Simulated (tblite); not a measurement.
Species: C6H11GeNO.
Numbering: `[CH3:1][C:2](=[O:3])[NH:4][C@@H:5]1[CH:6]=[CH:7][CH2:8][GeH2:9]1` (hydrogens: H10, H11, H12 on C1; H13 on N4; H14 on C5; H15 on C6; H16 on C7; H17, H18 on C8; H19, H20 on Ge9)

Cartesian coordinates in Å at the GFN2-xTB level; atoms count from 1:
```
atom  x, y, z in Å
C1     3.330   -0.188   -0.368
C2     1.908    0.303   -0.474
O3     1.484    0.875   -1.471
N4     1.120    0.067    0.579
C5    -0.268    0.457    0.538
C6    -1.176   -0.499    1.241
C7    -2.380   -0.721    0.733
C8    -2.787   -0.030   -0.527
Ge9   -1.029    0.531   -1.332
H10    3.985    0.497   -0.899
H11    3.400   -1.161   -0.850
H12    3.651   -0.279    0.666
H13    1.464   -0.425    1.389
H14   -0.360    1.454    0.996
H15   -0.830   -0.970    2.153
H16   -3.082   -1.392    1.210
H17   -3.416   -0.678   -1.135
H18   -3.387    0.849   -0.282
H19   -0.577   -0.550   -2.274
H20   -1.056    1.870   -2.004
```

All values are computed: GFN2-xTB (tblite) harmonic vibrations without scaling, gas phase. Errors from tens to a few hundred cm⁻¹ against measured bands are possible. Modes of hydrogen on germanium can be 10 to 20 % off. One conformer, not necessarily the lowest. The optimisation stopped once no atom felt more than 0.01 eV/Å.

Lowest wavenumbers of the output (negative numbers stand for imaginary wavenumbers):
```
mode    cm-1
  1     -47.7
  2      64.0
  3      93.8
  4     124.6
  5     152.7
  6     239.6
  7     278.4
  8     309.5
```

**Question.** Is this structure a minimum?

**Answer.** Not by this Hessian. 1 mode is imaginary beyond 20i (48i cm⁻¹), so at this level the point lies at or near a first-order saddle. The curvature is small, so loose convergence or finite differences may be the whole cause.

**Question.** Which atoms move in the imaginary mode?

**Answer.** 48i: H11 (methyl hydrogen) 37 %, H10 (methyl hydrogen) 32 %, H12 (methyl hydrogen) 29 %. These are shares of the mass-weighted motion.

**Question.** What is the remedy?

**Answer.** Step along that mode in both directions, optimise again with tighter thresholds and repeat the frequencies. The zero-point energy of this point (95.7 kcal/mol) counts the 53 real modes alone, and thermal corrections from it aren't those of a minimum.
